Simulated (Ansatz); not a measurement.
`C[Te][SiH2]O` + `C#C` → `C#C[SiH2][Te]C` + H₂O  (formal exchange of groups at the Si–O bond)

Isolated molecules relaxed with PBE0-D4/def2-TZVP in Ansatz; ΔE leaves out vibrations. CCSD(T)/CBS is the MP2 limit (def2-TZVPP, def2-QZVPP) plus CCSD(T) − MP2 in def2-TZVPP, frozen cores. This one scheme is used for every species. Functionals use def2-TZVPP. B3LYP here is the variant with VWN-RPA as its local correlation; programs differ in this. Elements past krypton have def2 core potentials. For Te outer-core shells are correlated without core-valence functions, which leaves a few kJ/mol of doubt a bond. One conformer a species, not always the lowest.

| level | ΔE (kJ/mol) | difference from CCSD(T)/CBS |
| --- | --- | --- |
| r2SCAN-D4 | 46.4 | 2.2 |
| PBE0-D4 | 40.6 | -3.6 |
| B3LYP-D4 | 47.4 | 3.2 |
| ωB97X-V | 50.3 | 6.1 |
| ωB97M-V | 50.5 | 6.3 |
| B2PLYP | 50.3 | 6.1 |
| PBE | 42.0 | -2.2 |
| r2SCAN | 47.6 | 3.4 |
| HF/def2-TZVPP | 61.8 | 17.6 |
| MP2/def2-TZVPP | 42.0 | -2.2 |
| CCSD/def2-TZVPP | 48.6 | 4.4 |
| CCSD(T)/def2-TZVPP | 45.4 | 1.2 |
| MP2/def2-QZVPP | 41.4 | -2.8 |
| SCS-MP2/def2-QZVPP | 45.4 | 1.2 |
| HF/CBS(def2) | 62.4 | 18.2 |
| CCSD/CBS(def2) | 47.4 | 3.2 |
| CCSD(T)/CBS | 44.2 | 0 |

Largest T1 diagnostic among the species: 0.013.

In def2-TZVPP, CCSD(T) changes the Hartree–Fock value by −16.3 kJ/mol (the triples alone add −3.2 kJ/mol) and MP2 by −19.8 kJ/mol. The D4 term adds −5.5 kJ/mol with B3LYP and −3.3 kJ/mol with PBE0; it sums over pairs of atoms, weighted by their polarisabilities, and B3LYP, whose exchange is more repulsive, gets the larger term.
